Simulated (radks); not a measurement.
Initial-state core-level shifts of the chlorine ion Cl2+ when its valence configuration changes from [Ne] 3s2 3p3. All-electron calculation, scalar-relativistic Kohn-Sham, PBE, spin-polarised, spherical densities, finite nucleus; open shells are filled with parallel spins first; Fermi nuclear charge, rms radius 3.3654 fm. Program: a radial shooting solver on a logarithmic mesh with Libxc functionals. Shifts are changes of the shell-averaged eigenvalues in eV (positive: less bound); the change of the density at the nucleus, which sets a Mossbauer isomer shift, is in e/bohr^3, on a base of 3610.

valence          1s      2s      2p  density at nucleus
3s1 3p4      -1.205  -1.225  -1.203            -14.9884
3s1.5 3p3.5  -0.605  -0.614  -0.603             -7.4834
3p5          -2.756  -2.754  -2.711            -30.3271
3s0.5 3p4.5  -2.038  -2.040  -2.008            -22.6387
